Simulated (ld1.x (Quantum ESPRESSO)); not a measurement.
# Before and after: TM potential for vanadium (V)

```json
{"Element": "V (Z = 23)", "Generator": "ld1.x (Quantum ESPRESSO) 7.5", "Type": "norm-conserving Troullier–Martins (Kleinman–Bylander form)", "Functional": "PBEsol", "Relativity": "fully relativistic", "Frozen core": "[Ne]", "Valence charge": "13", "Reference configuration": "3s2 3p6 3d3 4s0 4p0 (charge +2)", "Partial waves": "3s (bound): rc 0.85 bohr; 3p (bound): rc 1.55 bohr; 3d (bound): rc 2.20 bohr", "Local potential": "the d channel", "Core correction": "a·sin(br)/r model core, default radius (core density twice the valence density)"}
```

Open shells are filled in proportion to 2j + 1 (rel_dist='average').

All-electron outer shells of the reference configuration (PBEsol, scalar-relativistic, ld1.x):

```
shell  level (eV)  outermost node (bohr)  outermost maximum (bohr)
   2p     -519.18                      –                      0.21
   3s      -86.53                   0.38                      0.82
   3p      -60.44                   0.35                      0.84
   3d      -21.27                      –                      0.88
   4s      -17.57                   1.16                      2.46
   4p      -12.74                   1.27                      2.90
```

Change: wave 3s (bound): rc 0.85 bohr becomes 3s (bound): rc 1.16 bohr.

Cutoffs: the cutoffs (Ry, on a coarse ladder) from which the occupation-weighted sum of valence levels, in a spherical-Bessel basis at the reference potential, stays within 10 and 1 mRy of its value at 400 Ry; they do not see the model core or the augmentation charge, which bear on the density cutoff. Errors are all-electron minus pseudo energies relative to the spin-unpolarised reference configuration.

Q: What does the change do?

A: The potential gets softer (140 Ry and 260 Ry → 100 Ry and 140 Ry); of the 7 tests that both files solve, the error grows in 0 and shrinks in 5 by more than 15 % and 0.3 meV (median size 499.2 → 276.8 meV); neither file shows a bound ghost. A larger radius leaves more room for a smooth pseudo-wave, so fewer plane waves are needed. That the errors move this way runs against the usual rule that smaller radii transfer better.

| quantity | base | changed |
| --- | --- | --- |
| cutoff, loose | 140 Ry | 100 Ry |
| cutoff, tight | 260 Ry | 140 Ry |
| loose cutoff by channel (10 mRy a level) | s 140 Ry, p 40 Ry, d 45 Ry | s 80 Ry, p 40 Ry, d 45 Ry |
| bound ghosts | none | none |
| error for 3s2 3p6 3d3 4s2 4p0, meV [ΔE -21.95 eV] | -631 | -350 |
| error for 3s2 3p6 3d3 4s1 4p0, meV [ΔE -14.20 eV] | -360 | -158 |
| error for 3s2 3p6 3d2 4s0 4p0, meV [ΔE 28.85 eV] | +98 | +98 |
| error for 3s2 3p6 3d3.5 4s1.5 4p0, meV [ΔE -21.90 eV] | -499 | -323 |
| error for 3s2 3p6 3d2 4s2 4p1, meV [ΔE -16.15 eV] | -752 | -277 |
| error for 3s2 3p6 3d1 4s0 4p0, meV [ΔE 74.68 eV] | +869 | +870 |
| error for 3s2 3p5 3d3 4s2 4p0, meV [ΔE 28.91 eV] | -475 | +220 |
| s: phases at 2.39 bohr within 0.05 rad from the reference energy up to (Ry; the scan ends near 5) | -2.2 | -2.0 |
| p1/2: phases at 2.39 bohr within 0.05 rad from the reference energy up to (Ry; the scan ends near 5) | -1.8 | -1.8 |
| p3/2: phases at 2.39 bohr within 0.05 rad from the reference energy up to (Ry; the scan ends near 5) | -1.7 | -1.7 |
| d3/2: phases at 2.39 bohr within 0.05 rad from the reference energy up to (Ry; the scan ends near 5) | -0.5 | -0.5 |
| d5/2: phases at 2.39 bohr within 0.05 rad from the reference energy up to (Ry; the scan ends near 5) | -0.4 | -0.4 |
